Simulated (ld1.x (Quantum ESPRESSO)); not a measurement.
## Pseudopotential generation for fluorine (F): TM, Wu–Cohen, scalar-relativistic.

The input file (ld1.x (Quantum ESPRESSO) 7.5):

```
&input
   title='F', zed=9., rel=1, dft='WC', iswitch=3,
   config='[He] 2s2 2p3 3d-2',
   nld=3, rlderiv=0.85, eminld=-7.0, emaxld=5.0, deld=0.02
 /
 &inputp
   pseudotype=2, tm=.true., lloc=1,
   nlcc=.true., new_core_ps=.true., rcore=0.55,
   file_pseudopw='F.UPF', file_wfcaegen='ae.wfc', file_wfcncgen='nc.wfc', file_beta='beta', file_chi='chi'
 /
3
2S  1  0   2.00   0.00  0.75  0.75  0.0
3D  3  2  -2.00  -0.10  0.70  0.70  0.0
2P  2  1   3.00   0.00  0.70  0.70  0.0
 &test
   configts(1)='2s2 2p3'
 /
```

Command:

```bash
ld1.x < F.in > F.out
```

Output (shortened: banner, matrices, multipoles, cross overlaps and the repeated all-electron block are left out):

```
Program LD1 v.7.5
     --------------------------- All-electron run ----------------------------

     F
     scalar relativistic calculation

     atomic number is  9.00
     dft =WC   lsd =0 sic =0 latt =0  beta=0.20 tr2=1.0E-14
     Exchange-correlation= WC
                           (   1   4  11   4   0   0   0)
     mesh =1105 r(mesh) =  99.76081 a.u. xmin = -7.00 dx = 0.01250
     1 Ry =  13.60569312 eV, c = 137.03599908

     n l     nl                  e(Ry)          e(Ha)          e(eV)
     1 0     1S 1( 2.00)       -52.1335       -26.0667      -709.3118
     2 0     2S 1( 2.00)        -4.9863        -2.4932       -67.8425
     2 1     2P 1( 3.00)        -3.6014        -1.8007       -48.9992

     final scf error:  3.9E-15 reached in  15 iterations

     Etot =    -194.959498 Ry,     -97.479749 Ha,   -2652.559097 eV

     Ekin =     194.918016 Ry,      97.459008 Ha,    2651.994710 eV
     Encl =    -447.182852 Ry,    -223.591426 Ha,   -6084.232651 eV
     Eh   =      75.185107 Ry,      37.592554 Ha,    1022.945495 eV
     Exc  =     -17.879769 Ry,      -8.939885 Ha,    -243.266651 eV

     normalization and overlap integrals

     s(1S/1S) =  1.000000  <r> =   0.1764  <r2> =    0.0420  r(max) =   0.1139
     s(2S/2S) =  1.000000  <r> =   0.9187  <r2> =    1.0069  r(max) =   0.7336
     s(2P/2P) =  1.000000  <r> =   0.8949  <r2> =    1.0067  r(max) =   0.6474

     ------------------------ End of All-electron run ------------------------

     --------------------- Generating NC pseudopotential ---------------------

      Generating local pot.: lloc=1, matching radius rcloc =   0.7000

      Computing core charge for nlcc:

       r > 0.55 : true rho core
      Core charge pseudized with two Bessel functions
      Integrated core pseudo-charge :   0.33

      Wfc   2S  rcut= 0.743  Using Troullier-Martins method

      Wfc   3D  rcut= 0.707  Using Troullier-Martins method

     ------------------- End of pseudopotential generation -------------------

     Computing logarithmic derivative in   0.84708
     Computing logarithmic derivative in   0.84708
     Computing the partial wave expansion
     R is outside the sphere for l=    0 j= 0.00
       no projector for channel:   1
     R is outside the sphere for l=    2 j= 0.00

     ---------------------- Testing the pseudopotential ----------------------

     F
     scalar relativistic calculation

     atomic number is  9.00   valence charge is  7.00
     dft =WC   lsd =0 sic =0 latt =0  beta=0.20 tr2=1.0E-14
     mesh =1105 r(mesh) =  99.76081 xmin = -7.00 dx = 0.01250

     n l     nl             e AE (Ry)        e PS (Ry)    De AE-PS (Ry)
     1 0     2S   1( 2.00)       -4.98633       -4.98642        0.00009
     2 1     2P   1( 3.00)       -3.60138       -3.60142        0.00004

     eps = 5.0E-16  iter =  4

     Etot =    -194.959498 Ry,     -97.479749 Ha,   -2652.559097 eV
     Etotps =   -44.627350 Ry,     -22.313675 Ha,    -607.186028 eV

     Ekin =      30.714954 Ry,      15.357477 Ha,     417.898237 eV
     Encl =     -98.436000 Ry,     -49.218000 Ha,   -1339.290005 eV
     Ehrt =      25.169085 Ry,      12.584543 Ha,     342.442852 eV
     Ecxc =      -7.501866 Ry,      -3.750933 Ha,    -102.068080 eV
     (Ecc =      -0.566729 Ry,      -0.283365 Ha,      -7.710746 eV)
     Epseu=       5.426476 Ry,       2.713238 Ha,      73.830969 eV

     ---------------------- End of pseudopotential test ----------------------
```

Generation and configuration tests took about 1.8 s on one core of a shared server CPU.

Transferability test of the new file with ld1.x, input:

```
&input
   title='F', zed=9., rel=1, dft='WC', iswitch=2,
   config='[He] 2s2 2p3 3d-2'
 /
 &test
   file_pseudo='F.UPF', nconf=8,
   configts(1)='2s2 2p3',
   configts(2)='2s2 2p5',
   configts(3)='2s2 2p4',
   configts(4)='2s2 2p2',
   configts(5)='2s1 2p5',
   configts(6)='2s2 2p4.5',
   configts(7)='2s2 2p1',
   configts(8)='2s1 2p6'
 /
```

```bash
ld1.x < F.test.in > F.test.out
```

Pseudopotential blocks of its output, shortened (energy terms left out):

```
     ---------------------- Testing the pseudopotential ----------------------

     n l     nl             e AE (Ry)        e PS (Ry)    De AE-PS (Ry)
     1 0     2S   1( 2.00)       -4.98633       -4.98642        0.00009
     2 1     2P   1( 3.00)       -3.60138       -3.60142        0.00004

     eps = 4.2E-15  iter =  4

     Etot =    -194.959498 Ry,     -97.479749 Ha,   -2652.559097 eV
     Etotps =   -44.627349 Ry,     -22.313675 Ha,    -607.186019 eV

     ---------------------- End of pseudopotential test ----------------------

          ---------------------- Testing the pseudopotential ----------------------

     n l     nl             e AE (Ry)        e PS (Ry)    De AE-PS (Ry)
     1 0     2S   1( 2.00)       -2.18609       -2.18671        0.00062
     2 1     2P   1( 5.00)       -0.81494       -0.81488       -0.00006

     eps = 7.1E-15  iter = 23

     Etot =    -199.204154 Ry,     -99.602077 Ha,   -2710.310590 eV
     Etotps =   -48.872517 Ry,     -24.436259 Ha,    -664.944470 eV
     dEtot_ae =      -4.244656 Ry
     dEtot_ps =      -4.245168 Ry,   Delta E=       0.000511 Ry

     ---------------------- End of pseudopotential test ----------------------

          ---------------------- Testing the pseudopotential ----------------------

     n l     nl             e AE (Ry)        e PS (Ry)    De AE-PS (Ry)
     1 0     2S   1( 2.00)       -3.47198       -3.47262        0.00064
     2 1     2P   1( 4.00)       -2.07985       -2.08006        0.00021

     eps = 7.1E-15  iter = 13

     Etot =    -197.780203 Ry,     -98.890101 Ha,   -2690.936745 eV
     Etotps =   -47.448398 Ry,     -23.724199 Ha,    -645.568345 eV
     dEtot_ae =      -2.820705 Ry
     dEtot_ps =      -2.821049 Ry,   Delta E=       0.000344 Ry

     ---------------------- End of pseudopotential test ----------------------

          ---------------------- Testing the pseudopotential ----------------------

     n l     nl             e AE (Ry)        e PS (Ry)    De AE-PS (Ry)
     1 0     2S   1( 2.00)       -6.69264       -6.69062       -0.00202
     2 1     2P   1( 2.00)       -5.34765       -5.34553       -0.00213

     eps = 5.0E-17  iter =  9

     Etot =    -190.502883 Ry,     -95.251442 Ha,   -2591.923765 eV
     Etotps =   -40.171338 Ry,     -20.085669 Ha,    -546.558895 eV
     dEtot_ae =       4.456615 Ry
     dEtot_ps =       4.456011 Ry,   Delta E=       0.000603 Ry

     ---------------------- End of pseudopotential test ----------------------

          ---------------------- Testing the pseudopotential ----------------------

     n l     nl             e AE (Ry)        e PS (Ry)    De AE-PS (Ry)
     1 0     2S   1( 1.00)       -3.48442       -3.48375       -0.00067
     2 1     2P   1( 5.00)       -2.08849       -2.08832       -0.00017

     eps = 6.7E-15  iter =  9

     Etot =    -196.386171 Ry,     -98.193085 Ha,   -2671.969974 eV
     Etotps =   -46.054400 Ry,     -23.027200 Ha,    -626.602027 eV
     dEtot_ae =      -1.426673 Ry
     dEtot_ps =      -1.427050 Ry,   Delta E=       0.000377 Ry

     ---------------------- End of pseudopotential test ----------------------

          ---------------------- Testing the pseudopotential ----------------------

     n l     nl             e AE (Ry)        e PS (Ry)    De AE-PS (Ry)
     1 0     2S   1( 2.00)       -2.79708       -2.79773        0.00066
     2 1     2P   1( 4.50)       -1.41239       -1.41246        0.00007

     eps = 2.2E-15  iter = 16

     Etot =    -198.650456 Ry,     -99.325228 Ha,   -2702.777145 eV
     Etotps =   -48.318776 Ry,     -24.159388 Ha,    -657.410438 eV
     dEtot_ae =      -3.690959 Ry
     dEtot_ps =      -3.691427 Ry,   Delta E=       0.000468 Ry

     ---------------------- End of pseudopotential test ----------------------

          ---------------------- Testing the pseudopotential ----------------------

     n l     nl             e AE (Ry)        e PS (Ry)    De AE-PS (Ry)
     1 0     2S   1( 2.00)       -8.56638       -8.55889       -0.00748  !
     2 1     2P   1( 1.00)       -7.29523       -7.28588       -0.00935  !

     eps = 9.1E-15  iter =  8

     Etot =    -184.197372 Ry,     -92.098686 Ha,   -2506.132917 eV
     Etotps =   -33.870749 Ry,     -16.935375 Ha,    -460.835023 eV
     dEtot_ae =      10.762126 Ry
     dEtot_ps =      10.756600 Ry,   Delta E=       0.005526 Ry

     ---------------------- End of pseudopotential test ----------------------

          ---------------------- Testing the pseudopotential ----------------------

     n l     nl             e AE (Ry)        e PS (Ry)    De AE-PS (Ry)
     1 0     2S   1( 1.00)       -2.22139       -2.22100       -0.00039
     2 1     2P   1( 6.00)       -0.84631       -0.84611       -0.00020

     eps = 9.0E-15  iter = 27

     Etot =    -197.831038 Ry,     -98.915519 Ha,   -2691.628387 eV
     Etotps =   -47.499152 Ry,     -23.749576 Ha,    -646.258879 eV
     dEtot_ae =      -2.871540 Ry
     dEtot_ps =      -2.871802 Ry,   Delta E=       0.000262 Ry

     ---------------------- End of pseudopotential test ----------------------
```
